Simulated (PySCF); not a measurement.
How methods differ on the ionisation energy of Ir

Ir [Xe] 4f14 5d7 6s2 (4F) → Ir⁺ [Xe] 4f14 5d7 6s1 (5F), as a difference of total energies. All numbers are calculated (PySCF 2.14, scalar relativity through the core potential, in def2-TZVP with the def2 core potential (60 electrons)). Correlated levels: valence: 5s2 5p6 frozen. The calculations carry no spin-orbit coupling.

| method | ionisation energy (eV) |
| --- | --- |
| UHF | 7.025 |
| BP86 | 9.076 |
| TPSS | 8.676 |
| MP2 (valence) | 8.328 |
| SCS-MP2 (valence) | 8.454 |

How much does correlation contribute at MP2 (valence)?

8.328 − (7.025) = 1.303 eV, measured against UHF.

Errors of the correlated levels include the incompleteness of this basis and the frozen core.

MP2 underrates the near-degeneracy of ns² with np² in the lower species.

For comparison: 8.926 eV (measured; NIST levels, between the centres of gravity of the two terms).
